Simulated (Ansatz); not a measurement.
Program: Ansatz 0.2.0.

A structure relaxed at PBE0-D4/def2-TZVP, charge 0, multiplicity 2:

```csv
atom,x (Å),y (Å),z (Å)
N1,-0.593,-0.819,0.312
Si2,0.247,0.598,-0.168
O3,1.711,0.276,0.464
Cl4,0.308,0.742,-2.201
H5,-0.976,-0.877,1.245
H6,-0.265,-1.717,-0.011
H7,-0.432,1.796,0.359
```

Give its formula and SMILES.

ClH3NOSi, `N[SiH]([O])Cl`.

Summarise the bond lengths by kind.

1 × N–Si 1.716 Å; 2 × H–N 1.010 Å; 1 × O–Si 1.626 Å; 1 × Cl–Si 2.040 Å; 1 × H–Si 1.475 Å.
